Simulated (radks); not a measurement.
Values are calculated unless marked as measured or tabulated.
All-electron atom: Ge6+ in [Ar] 3d7.75 4s0.25 (fractional occupations, a model configuration).

Level of theory: Dirac Kohn-Sham, BP86, spin-unpolarised, spherical densities, finite nucleus; open shells fill j = l - 1/2 first; Fermi nuclear charge, rms radius 4.0742 fm (a radial shooting solver on a logarithmic mesh with Libxc functionals).

Energy parts (eV):
part                       energy
total                  -56805.202
kinetic                 58022.808
electron-nucleus      -134178.951
Hartree                 21437.892
exchange-correlation    -2086.952

Orbitals (lengths in bohr, moments of r in powers of bohr; r(max) is where P^2 peaks):
orbital  occ.  eigenvalue (eV)   r(max)       <r^4>
1s1/2       2        -11076.02  0.03072  0.00002274
2s1/2       2        -1487.751   0.1761    0.004679
2p1/2       2        -1336.125   0.1392    0.003285
2p3/2       4        -1304.237   0.1421    0.003507
3s1/2       2        -277.2233   0.5378      0.2899
3p1/2       2        -226.8096   0.5310      0.3362
3p3/2       4        -222.2500   0.5389      0.3560
3d3/2       4        -136.2775   0.4837      0.5370
3d5/2    3.75        -135.5789   0.4861      0.5468
4s1/2    0.25         -86.1010    1.418       10.35
4p1/2       0         -72.4682    1.530       14.75
4p3/2       0         -71.7201    1.547       15.33
5s1/2       0         -42.2830    2.990       141.1

The highest occupied level is 4s1/2 at -86.101 eV. The electron density at the nucleus is 3.173e+04 e/bohr^3.
